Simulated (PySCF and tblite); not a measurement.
Values are calculated unless marked as measured or tabulated.
System: C₇H₆Se, numbered as in [Se:1]=[CH:2][c:3]1[cH:4][cH:5][cH:6][cH:7][cH:8]1.

The path came from a restrained scan, a climbing-image band and a saddle search at GFN2-xTB; energies are B3LYP/pcSseg-1 + D3(BJ), IEF-PCM cyclohexane//GFN2-xTB, thermal terms GFN2-xTB. Rates follow Eyring's equation with the number of equivalent paths and no tunnelling. Run with tblite and PySCF.

Spin–orbit effects of heavy atoms on shieldings are missing.

Question: What barrier does the rotation about the C3–C2 bond (torsion C4–C3–C2–Se1 from 0° to 180°, rising) meet, and how fast is it at 298 K?

Answer: The electronic barrier is 9.8 kcal/mol and ΔG‡(298 K) 9.6 kcal/mol, over a Cs saddle with an imaginary mode of 122i cm⁻¹ (GFN2-xTB). With 2 equivalent paths, k is 1.1×10⁶ s⁻¹, a mean lifetime of the start of 910 ns against this motion.
